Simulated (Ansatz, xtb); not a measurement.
# A geometry optimisation of CH3FTe with r2SCAN-D4/def2-SVP

The starting geometry of this gas-phase singlet has its atoms placed at random.

```xyz
6

C    -0.7301   -0.5266   -0.7342
F     1.9152   -0.3582   -0.2640
Te   -0.2526   -2.0697    0.3116
H    -0.6347    0.3347   -1.9908
H     0.4263   -0.7812   -0.2099
H    -0.5413    0.6774    0.1660
```

Q: Guess where an optimisation with r2SCAN-D4/def2-SVP ends from this start.

A: It loosens into CH2Te + FH, which stay close as a complex. Contacts that open: C1–H5 (1.29 → 2.42 Å), Te3–H5 (1.55 → 3.24 Å). Contacts that close: C1–H4 (1.53 → 1.10 Å), C1–H6 (1.52 → 1.10 Å), F2–H5 (1.55 → 0.93 Å).

The energy falls by 7.19 eV over 19 steps:

```json
{"step": "1", "E − E(last) (eV)": "7.186"}
{"step": "3", "E − E(last) (eV)": "1.772"}
{"step": "5", "E − E(last) (eV)": "0.277"}
{"step": "7", "E − E(last) (eV)": "0.096"}
{"step": "9", "E − E(last) (eV)": "0.054"}
{"step": "11", "E − E(last) (eV)": "0.039"}
{"step": "13", "E − E(last) (eV)": "0.018"}
{"step": "15", "E − E(last) (eV)": "0.006"}
{"step": "17", "E − E(last) (eV)": "0.000"}
{"step": "19", "E − E(last) (eV)": "0.000"}
```

Final geometry (Å):

```xyz
6

C    -0.7794   -0.3322   -0.5823
F     1.9683    0.0625   -0.4515
Te   -1.3555   -2.1108    0.0336
H    -0.5284   -0.1311   -1.6309
H     1.5699   -0.7333   -0.1907
H    -0.6921    0.5215    0.1006
```

From the same start GFN2-xTB ends elsewhere, at `C[Te]F`.

From so rough a start the end depends on the optimiser's path, so another program may land elsewhere. No frequencies were run, so the end isn't proven a minimum. Atoms past krypton carry core potentials, without spin–orbit terms. Run with Ansatz 0.2.0, 89 s on 1 thread of AMD EPYC (Zen 3), on a shared host.
